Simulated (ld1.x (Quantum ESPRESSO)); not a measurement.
## gold: excitation energies, all-electron against PAW

| Property | Result |
| --- | --- |
| Element | gold (Au) |
| Generator | ld1.x (Quantum ESPRESSO) 7.5 |
| Type | PAW |
| Functional | LDA (PZ) |
| Relativity | scalar-relativistic |
| Frozen core | [Xe] 4f14 |
| Valence charge | 11 |
| Reference configuration | 5d10 6s0 6p0 (charge +1) |
| Partial waves | 6s (bound, empty): rcut 2.00, rcutus 2.45 bohr; 6s channel at 0.3 Ry: rcut 2.00, rcutus 2.45 bohr; 6p (bound, empty): rcut 2.25, rcutus 2.80 bohr; 6p channel at 0.1 Ry: rcut 2.25, rcutus 2.80 bohr; 5d (bound): rcut 1.90, rcutus 2.45 bohr; 5d channel at -0.1 Ry: rcut 1.90, rcutus 2.45 bohr |
| Local potential | all-electron potential smoothed inside 2.65 bohr (lloc = -1) |
| Core correction | Bessel-smoothed model core, default radius (core density twice the valence density) |
| Augmentation charge | PSQ, inside the norm-conserving radii |

Energies are relative to the spin-unpolarised reference configuration 5d10 6s0 6p0; without spin polarisation the order of configurations can differ from experiment. Spin-polarised rows fill each open shell by Hund’s rule, majority spin first. Not all tests gave a result: 1 of 9 tests not solved or not reliable. Left out of the table: 5d8 6s0 6p0 (solver errors, printed error -537 eV).

```csv
valence configuration,charge,ΔE all-electron (eV),error AE − PS (meV)
5d10 6s1 6p0,0,-9.774,+2.2
5d9 6s0 6p0,+2,21.501,-43
5d10 6s0 6p1,0,-4.376,+1.4
5d10 6s0.5 6p0,+0.5,-5.827,+1.7
5d9 6s1 6p0,+1,2.600,-31
5d10 6s1 6p0 (spin-polarised),0,-9.908,+1.9
```

What are ΔE and the potential's error for 5d9 6s0 6p0 (spin-polarised)?

ΔE = 21.360 eV all-electron; the error (AE − PS) is -44 meV.

What are ΔE and the potential's error for 5d9 6s2 6p0?

ΔE = -8.173 eV all-electron; the error (AE − PS) is -31 meV.

Levels in the configuration 5d10 6s1 6p0 (spin-polarised):

```tsv
level	all-electron (eV)	pseudo (eV)
5d up	-7.209	-7.215
6s up	-6.326	-6.323
5d down	-6.970	-6.977
```
